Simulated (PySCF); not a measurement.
# Relaxation of quintet [RhF2]+

Level of theory: UPBE0 in PySCF with Rh def2-TZVP with ECP28, F def2-TZVP; scalar-relativistic core potentials, no spin–orbit coupling; density-fitted integrals. A (50,194) grid was used.

A hand-made linear start, of D∞h symmetry, held to at least that symmetry:

```xyz
3
charge 1 multiplicity 5, angstrom
Rh    0.0000    0.0000    0.0000
F     0.0000    0.0000    1.8522
F     0.0000    0.0000   -1.8522
```

Optimiser trace:
```csv
step,E − E(last) (kJ/mol),largest gradient (Eh/bohr)
0,7.13,0.02734
1,0.22,0.00531
2,0.00,0.00079
3,0.00,0.00002
```

It ends at D∞h with Rh–F 1.802 Å (×2); F–Rh–F 180.0°. A frequency run shows a minimum. Other isomers or separated fragments may lie lower.

Final geometry:
Z-matrix (Å, degrees; charge 1 multiplicity 5):
```
Rh
F  1 1.8022
F  1 1.8022 2 180.00
```

Other spin states or occupations of the open shell can lie lower.

The relaxation took 19 s on 2 threads of a shared Intel Xeon @ 2.70GHz host, with 102 basis functions and 4 gradients; the process peaked at 0.51 GiB.
